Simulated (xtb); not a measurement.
xtb input (GFN1-xTB):

```bash
xtb mol.xyz --gfn 1 --sp --chrg 0 --uhf 0
```
mol.xyz:
```
3

In    -0.00000000    -0.00000000    -2.01643958
O      0.00000000     0.00000000     0.00000000
In     0.00000000     0.00000000     2.01643958
```

Output:

```
           -------------------------------------------------
          |                Calculation Setup                |
           -------------------------------------------------

           -------------------------------------------------
          |                 G F N 1 - x T B                 |
           -------------------------------------------------

        Reference                      10.1021/acs.jctc.7b00118
      * Hamiltonian:
        H0-scaling (s, p, d)           1.850000    2.250000    2.000000
        zeta-weighting                 0.000000
      * Dispersion:
        s8                             2.400000
        a1                             0.630000
        a2                             5.000000
        s9                             0.000000
      * Repulsion:
        kExp                           1.500000
        rExp                           1.000000
      * Coulomb:
        alpha                          2.000000
        third order                    atomic
        anisotropic                    false
      * Halogen bond correction:
        rad-scale                      1.300000
        damping                        0.440000

          ...................................................
          :                      SETUP                      :
          :.................................................:
          :  # basis functions                  24          :
          :  # atomic orbitals                  22          :
          :  # shells                            8          :
          :  # electrons                        12          :
          :  # halogen bonds                     0          :
          :  max. iterations                   250          :
          :  Hamiltonian                  GFN1-xTB          :
          :  restarted?                      false          :
          :  GBSA solvation                  false          :
          :  PC potential                    false          :
          :  electronic temp.          300.0000000     K    :
          :  accuracy                    1.0000000          :
          :  -> integral cutoff          0.2500000E+02      :
          :  -> integral neglect         0.1000000E-07      :
          :  -> SCF convergence          0.1000000E-05 Eh   :
          :  -> wf. convergence          0.2000000E-04 e    :
          :  Broyden damping             0.4000000          :
          :  net charge                          0          :
          :  unpaired electrons                  0          :
          ...................................................

 iter      E             dE          RMSdq      gap      omega  full diag
   1     -7.8345994 -0.783460E+01  0.642E+00    5.67       0.0  T
   2     -7.8481429 -0.135435E-01  0.279E+00    4.69       1.0  T
   3     -7.8477704  0.372441E-03  0.174E+00    5.18       1.0  T
   4     -7.8499057 -0.213532E-02  0.462E-02    4.90       1.3  T
   5     -7.8499134 -0.764795E-05  0.439E-03    4.92      13.1  T
   6     -7.8499134 -0.467091E-07  0.239E-03    4.91      24.2  T
   7     -7.8499135 -0.219636E-07  0.206E-06    4.91   28056.1  T
   8     -7.8499135 -0.976996E-14  0.152E-09    4.91  100000.0  T

   *** convergence criteria satisfied after 8 iterations ***

         #    Occupation            Energy/Eh            Energy/eV
      -------------------------------------------------------------
         1        2.0000           -0.6622520             -18.0208
         2        2.0000           -0.6183470             -16.8261
         3        2.0000           -0.5302485             -14.4288
         4        2.0000           -0.3788825             -10.3099
         5        2.0000           -0.3788825             -10.3099
         6        2.0000           -0.3498112              -9.5188 (HOMO)
         7                         -0.1692021              -4.6042 (LUMO)
         8                         -0.1692021              -4.6042
         9                         -0.1540053              -4.1907
        10                         -0.1540053              -4.1907
        11                         -0.1352845              -3.6813
       ...                                ...                  ...
        22                          0.3417709               9.3001
      -------------------------------------------------------------
                  HL-Gap            0.1806091 Eh            4.9146 eV
             Fermi-level           -0.2595067 Eh           -7.0615 eV

 SCC (total)                   0 d,  0 h,  0 min,  0.005 sec
 SCC setup                      ...        0 min,  0.000 sec (  1.754%)
 Dispersion                     ...        0 min,  0.000 sec (  0.556%)
 classical contributions        ...        0 min,  0.000 sec (  0.349%)
 integral evaluation            ...        0 min,  0.002 sec ( 29.410%)
 iterations                     ...        0 min,  0.001 sec ( 28.725%)
 molecular gradient             ...        0 min,  0.002 sec ( 36.335%)
 printout                       ...        0 min,  0.000 sec (  2.582%)

         :::::::::::::::::::::::::::::::::::::::::::::::::::::
         ::                     SUMMARY                     ::
         :::::::::::::::::::::::::::::::::::::::::::::::::::::
         :: total energy              -7.844329994462 Eh    ::
         :: gradient norm              0.034587218095 Eh/a0 ::
         :: HOMO-LUMO gap              4.914623004649 eV    ::
         ::.................................................::
         :: SCC energy                -7.849913454567 Eh    ::
         :: -> electrostatic           0.093272353679 Eh    ::
         :: repulsion energy           0.006505195153 Eh    ::
         :: dispersion energy         -0.000921735048 Eh    ::
         :: halogen bond corr.         0.000000000000 Eh    ::
         :: add. restraining           0.000000000000 Eh    ::
         :: total charge               0.000000000000 e     ::
         :::::::::::::::::::::::::::::::::::::::::::::::::::::

           -------------------------------------------------
          |                Property Printout                |
           -------------------------------------------------

    * Orbital Energies and Occupations

         #    Occupation            Energy/Eh            Energy/eV
      -------------------------------------------------------------
         1        2.0000           -0.6622520             -18.0208
         2        2.0000           -0.6183470             -16.8261
         3        2.0000           -0.5302485             -14.4288
         4        2.0000           -0.3788825             -10.3099
         5        2.0000           -0.3788825             -10.3099
         6        2.0000           -0.3498112              -9.5188 (HOMO)
         7                         -0.1692021              -4.6042 (LUMO)
         8                         -0.1692021              -4.6042
         9                         -0.1540053              -4.1907
        10                         -0.1540053              -4.1907
        11                         -0.1352845              -3.6813
        12                         -0.1352845              -3.6813
        13                         -0.0304808              -0.8294
        14                         -0.0180091              -0.4901
        15                         -0.0180091              -0.4901
        16                          0.0264203               0.7189
        17                          0.0671330               1.8268
       ...                                ...                  ...
        22                          0.3417709               9.3001
      -------------------------------------------------------------
                  HL-Gap            0.1806091 Eh            4.9146 eV
Note: The following floating-point exceptions are signalling: IEEE_DENORMAL
normal termination of xtb
             Fermi-level           -0.2595067 Eh           -7.0615 eV

  Mulliken/CM5 charges         n(s)   n(p)   n(d)
     1In    0.34078  0.38990   1.916  0.644  0.099
     2O    -0.68156 -0.77980   1.639  5.042  0.000
     3In    0.34078  0.38990   1.916  0.644  0.099

Wiberg/Mayer (AO) data.
largest (>0.10) Wiberg bond orders for each atom

 ---------------------------------------------------------------------------
     #   Z sym  total        # sym  WBO       # sym  WBO       # sym  WBO
 ---------------------------------------------------------------------------
     1  49 In   1.319 --     2 O    1.095     3 In   0.224
     2   8 O    2.190 --     1 In   1.095     3 In   1.095
     3  49 In   1.319 --     2 O    1.095     1 In   0.224
 ---------------------------------------------------------------------------

Topologies differ in total number of bonds
Writing topology from bond orders to xtbtopo.mol

 dipole moment from electron density (au)
     X       Y       Z
   0.0000  -0.0000  -0.0000  total (Debye):    0.000

           -------------------------------------------------
          | TOTAL ENERGY               -7.844329994462 Eh   |
          | GRADIENT NORM               0.034587218095 Eh/α |
          | HOMO-LUMO GAP               4.914623004649 eV   |
           -------------------------------------------------

------------------------------------------------------------------------
------------------------------------------------------------------------
 total:
 SCF:
```
